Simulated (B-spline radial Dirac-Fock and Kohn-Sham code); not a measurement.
## Kohn-Sham estimates against Dirac-Fock for the levels of Ho⁶²⁺

System: the Ho⁶²⁺ ion, configuration [He] 2s2 2p1.

The density-functional columns are spherical, spin-unpolarised Dirac-Kohn-Sham results without Breit or QED terms: −ε is minus the orbital energy of the initial state and ΔSCF the difference of two total energies. The reference in the last column comes from Dirac-Fock (average of configuration) total-energy differences with a finite nucleus, the Breit interaction including its frequency dependence, and self-energy and vacuum-polarisation corrections. All numbers are from a radial atomic solver, in eV; a selection of levels is shown. The Kohn-Sham columns are given as differences from the reference. For the 1s level of heavy atoms much of the gap between ΔSCF and the reference is the Breit and QED part, -219.7 eV here; for other levels the error of the functional can be larger.

```
level  LDA −ε − DF  LDA ΔSCF − DF  Dirac-Fock
    K       -320.8         +233.3     62511.1
   L1        -97.9          +37.5     15165.4
 L2,3       -156.9           -1.1     14373.0
```

Values without a named source are computed, but for edge energies of neutral atoms, which are taken from tables.
